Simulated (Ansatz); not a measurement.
## Molecular dynamics of FGeH$_{5}$S

input.yaml

```yaml
crystal:
  periodic: [false, false, false]
  atoms:
    - { symbol: Ge, position_ang: [-0.203137, 0.049965, -0.213893] }
    - { symbol: F, position_ang: [-0.173493, 0.060139, 1.870513] }
    - { symbol: H, position_ang: [1.293953, -0.318998, 0.013892] }
    - { symbol: H, position_ang: [-0.342812, 1.529673, -0.632843] }
    - { symbol: H, position_ang: [-0.712093, -0.972383, -1.274041] }
    - { symbol: S, position_ang: [-2.6198, 0.033051, 0.80936] }
    - { symbol: H, position_ang: [-2.701588, -1.327077, 0.837767] }
    - { symbol: H, position_ang: [-1.332028, 0.07283, 1.812845] }
basis:
  gaussian: { orbitals: def2-SVP }
hamiltonian:
  xc: pbe
md:
  timestep: 0.5
  n_steps: 200
  ensemble: nve
  temperature: 300.0
  initial_velocities: maxwell_boltzmann
  seed: 5050
```

Command:

```bash
$ ansatz run input.yaml --threads 2 --pin off --max-ram 3072MiB --backend cpu --events-out ev --progress --plain --runs-dir out
```

It starts at the highest image of a converged band, a first-order saddle point between two minima.

Output, in part (one step line in 7, the closing report, with atoms numbered from 0):

```
md step     0: t =     0.00 fs  T =   300.0 K  F+E_penalty+E_count = -70122.61131035 eV  E_kin = 0.232668 eV  conserved = -70122.37864235 eV  (24 SCF iters)
md step     7: t =     3.50 fs  T =   180.1 K  F+E_penalty+E_count = -70122.51739584 eV  E_kin = 0.139712 eV  conserved = -70122.37768356 eV  (27 SCF iters)
md step    14: t =     7.00 fs  T =   227.1 K  F+E_penalty+E_count = -70122.55463312 eV  E_kin = 0.176111 eV  conserved = -70122.37852219 eV  (29 SCF iters)
md step    21: t =    10.50 fs  T =   147.5 K  F+E_penalty+E_count = -70122.49210297 eV  E_kin = 0.114358 eV  conserved = -70122.37774544 eV  (27 SCF iters)
md step    28: t =    14.00 fs  T =   220.8 K  F+E_penalty+E_count = -70122.54945228 eV  E_kin = 0.171265 eV  conserved = -70122.37818724 eV  (27 SCF iters)
md step    35: t =    17.50 fs  T =   244.1 K  F+E_penalty+E_count = -70122.56736861 eV  E_kin = 0.189311 eV  conserved = -70122.37805773 eV  (28 SCF iters)
md step    42: t =    21.00 fs  T =   252.5 K  F+E_penalty+E_count = -70122.57395165 eV  E_kin = 0.195833 eV  conserved = -70122.37811912 eV  (28 SCF iters)
md step    49: t =    24.50 fs  T =   281.6 K  F+E_penalty+E_count = -70122.59676289 eV  E_kin = 0.218379 eV  conserved = -70122.37838399 eV  (27 SCF iters)
md step    56: t =    28.00 fs  T =   237.0 K  F+E_penalty+E_count = -70122.56155771 eV  E_kin = 0.183843 eV  conserved = -70122.37771494 eV  (28 SCF iters)
md step    63: t =    31.50 fs  T =   376.1 K  F+E_penalty+E_count = -70122.67011773 eV  E_kin = 0.291681 eV  conserved = -70122.37843698 eV  (27 SCF iters)
md step    70: t =    35.00 fs  T =   371.8 K  F+E_penalty+E_count = -70122.66594437 eV  E_kin = 0.288330 eV  conserved = -70122.37761448 eV  (28 SCF iters)
md step    77: t =    38.50 fs  T =   532.3 K  F+E_penalty+E_count = -70122.79134231 eV  E_kin = 0.412827 eV  conserved = -70122.37851512 eV  (28 SCF iters)
md step    84: t =    42.00 fs  T =   542.4 K  F+E_penalty+E_count = -70122.79849512 eV  E_kin = 0.420697 eV  conserved = -70122.37779778 eV  (28 SCF iters)
md step    91: t =    45.50 fs  T =   688.1 K  F+E_penalty+E_count = -70122.91197971 eV  E_kin = 0.533643 eV  conserved = -70122.37833625 eV  (27 SCF iters)
md step    98: t =    49.00 fs  T =   782.6 K  F+E_penalty+E_count = -70122.98501596 eV  E_kin = 0.606985 eV  conserved = -70122.37803143 eV  (26 SCF iters)
md step   105: t =    52.50 fs  T =   909.4 K  F+E_penalty+E_count = -70123.08334623 eV  E_kin = 0.705293 eV  conserved = -70122.37805283 eV  (26 SCF iters)
md step   112: t =    56.00 fs  T =  1061.5 K  F+E_penalty+E_count = -70123.20147808 eV  E_kin = 0.823286 eV  conserved = -70122.37819177 eV  (24 SCF iters)
md step   119: t =    59.50 fs  T =  1119.4 K  F+E_penalty+E_count = -70123.24614524 eV  E_kin = 0.868148 eV  conserved = -70122.37799746 eV  (24 SCF iters)
md step   126: t =    63.00 fs  T =  1233.8 K  F+E_penalty+E_count = -70123.33545609 eV  E_kin = 0.956891 eV  conserved = -70122.37856504 eV  (26 SCF iters)
md step   133: t =    66.50 fs  T =  1184.1 K  F+E_penalty+E_count = -70123.29623379 eV  E_kin = 0.918377 eV  conserved = -70122.37785689 eV  (24 SCF iters)
md step   140: t =    70.00 fs  T =  1223.4 K  F+E_penalty+E_count = -70123.32723432 eV  E_kin = 0.948825 eV  conserved = -70122.37840917 eV  (24 SCF iters)
md step   147: t =    73.50 fs  T =  1132.2 K  F+E_penalty+E_count = -70123.25584241 eV  E_kin = 0.878094 eV  conserved = -70122.37774865 eV  (25 SCF iters)
md step   154: t =    77.00 fs  T =  1143.5 K  F+E_penalty+E_count = -70123.26516253 eV  E_kin = 0.886825 eV  conserved = -70122.37833736 eV  (24 SCF iters)
md step   161: t =    80.50 fs  T =  1101.3 K  F+E_penalty+E_count = -70123.23217642 eV  E_kin = 0.854147 eV  conserved = -70122.37802924 eV  (24 SCF iters)
md step   168: t =    84.00 fs  T =  1102.9 K  F+E_penalty+E_count = -70123.23352136 eV  E_kin = 0.855334 eV  conserved = -70122.37818762 eV  (24 SCF iters)
md step   175: t =    87.50 fs  T =  1150.7 K  F+E_penalty+E_count = -70123.27061797 eV  E_kin = 0.892406 eV  conserved = -70122.37821150 eV  (24 SCF iters)
md step   182: t =    91.00 fs  T =  1157.3 K  F+E_penalty+E_count = -70123.27548565 eV  E_kin = 0.897526 eV  conserved = -70122.37795989 eV  (24 SCF iters)
md step   189: t =    94.50 fs  T =  1232.4 K  F+E_penalty+E_count = -70123.33406131 eV  E_kin = 0.955782 eV  conserved = -70122.37827929 eV  (25 SCF iters)
md step   196: t =    98.00 fs  T =  1213.4 K  F+E_penalty+E_count = -70123.31898726 eV  E_kin = 0.941034 eV  conserved = -70122.37795351 eV  (24 SCF iters)
md step   200: t =   100.00 fs  T =  1194.6 K  F+E_penalty+E_count = -70123.30436630 eV  E_kin = 0.926448 eV  conserved = -70122.37791832 eV  (25 SCF iters)
Total energy: -70123.30439763 eV, -2576.9839053302 hartree
Atom 0 at    -0.377596     0.080342    -0.552199 Å, force     0.459599    -0.504308     1.134808 eV/Å
Atom 1 at    -0.064950    -0.161246     3.375543 Å, force    -0.314717     0.139005    -0.495568 eV/Å
Atom 2 at     0.534865     1.261502    -0.124526 Å, force    -0.215493     0.044232     0.011854 eV/Å
Atom 3 at    -0.744904     0.182612    -2.005916 Å, force    -0.142567     0.001077    -0.775570 eV/Å
Atom 4 at     0.403601    -1.242204    -0.183914 Å, force    -0.335269     0.333957    -0.219374 eV/Å
Atom 5 at    -2.320244     0.091412     0.664975 Å, force     0.339432     1.367237    -0.098343 eV/Å
Atom 6 at    -2.279623    -1.194921     0.941167 Å, force     0.082790    -1.276775     0.195032 eV/Å
Atom 7 at    -0.711470     0.104634     2.732989 Å, force     0.126226    -0.104425     0.247160 eV/Å
Dipole moment:    -0.074555    -0.084771    -0.529350 e Å
```

The run went to its last step. The conserved energy stayed within 0.14 meV per atom of its start (net change 0.09 meV per atom), so the integration is sound. The kinetic energy rose, since the run started high on the potential surface and went downhill. It ends in pieces (FH + GeH4S), so much of that is their flight and rotation, not heat. A run of 0.1 ps of so small a system gives no equilibrium averages. The orbitals stay closed-shell, which can raise the energy where a bond breaks towards radicals; this wasn't checked here.

Between its relaxed ends the band would form Ge1–S6, F2–H8 and break Ge1–F2, S6–H8. These pairs go: Ge1–S6 2.62 → 2.29 Å, F2–H8 1.16 → 0.95 Å, Ge1–F2 2.08 → 3.95 Å, S6–H8 1.63 → 2.62 Å. In the last frame they stand as after the step (other bonds may differ from the relaxed reactants and products). It ends as FH + GeH4S. Pairs count as bonded within 1.25 times the sum of covalent radii (0.12 Å more for H–H).

Last frame:

```xyz
8
Properties=species:S:1:pos:R:3
Ge -0.378 0.080 -0.552
F -0.065 -0.161 3.376
H 0.535 1.262 -0.124
H -0.745 0.183 -2.006
H 0.404 -1.242 -0.184
S -2.320 0.091 0.665
H -2.280 -1.195 0.941
H -0.712 0.105 2.733
```

Run time: 3.2 min on 2 threads of Arm Neoverse V2 (shared host), peak memory 0.13 GiB.
